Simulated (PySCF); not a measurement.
# Spinor energies of Rh (rhodium, neutral)

Start: [Kr] 4d8 5s1; 4d3/2 filled at m_j = -3/2, -1/2, +1/2, +3/2; 4d5/2 filled at m_j = -1/2, +1/2, +3/2, +5/2; 5s1/2 filled at m_j = +1/2. Calculated with PySCF 2.14 in x2c-SVPall-2c (6s8p6d1f, 67 functions): generalised Hartree-Fock with the X2C-1e Hamiltonian and a Gaussian nucleus; one run each with spin-orbit coupling (SO) switched off, then screened by Boettger's factors.

```tsv
spinor shell	electrons	ε, spin-free (eV)	ε, screened SO (eV)	weight of nominal j (screened SO)	rms radius, screened SO (bohr)
1s1/2	2	-23338.2	-23336.7	1.000	0.0375
2s1/2	2	-3464.0	-3463.5	1.000	0.154
2p1/2	2	-3098.5	-3198.6	1.000	0.134
3s1/2	2	-653.81	-653.65	1.000	0.415
3p1/2	2	-530.27	-548.12	1.000	0.411
3p3/2	4	-530.27	-521.85	1.000	0.422
3d3/2	4	-332.95	-336.07	0.997	0.401
3d5/2	6	-332.95	-330.69	0.998	0.405
4s1/2	2	-101.00	-100.94	1.000	1.05
4p1/2	2	-63.576	-67.585	0.946	1.15
4p3/2	4	-63.576	-61.613	0.973	1.18
4d3/2	4	-11.695	-12.111	0.693	1.71
4d5/2	4	-11.695	-11.290	0.732	1.73
5s1/2	1	-6.482	-6.483	0.999	3.79
```

(1) Where does 2p3/2 lie, and what is the 2p spin-orbit splitting (screened SO)?

```csv
quantity,spin-free,screened SO
E (hartree),-4780.39404,-4781.12057
M_J,9/2,9/2
⟨J²⟩,24.759,24.759
⟨L²⟩,12.007,12.047
⟨S²⟩,3.751,3.752
```

Each row is a mean over spinors that exchange with the open shell spreads, by up to 6.996 eV (4p3/2).

Rows whose weight is well below 1 are mixtures of j = l ± 1/2: exchange outweighs spin-orbit coupling there, and the label is only the starting occupation.

Breit and QED terms are absent; they matter most for the inner s and p1/2 levels.

Densities and radii are taken from the X2C orbitals without a picture-change correction, which distorts them close to the nucleus.

Without spin-orbit coupling the j labels of p, d and f shells carry no meaning; the spin-free column gives the mean over the occupied spinors of each nl shell.

Answers

(1) At -3051.8 eV, 146.88 eV above 2p1/2.
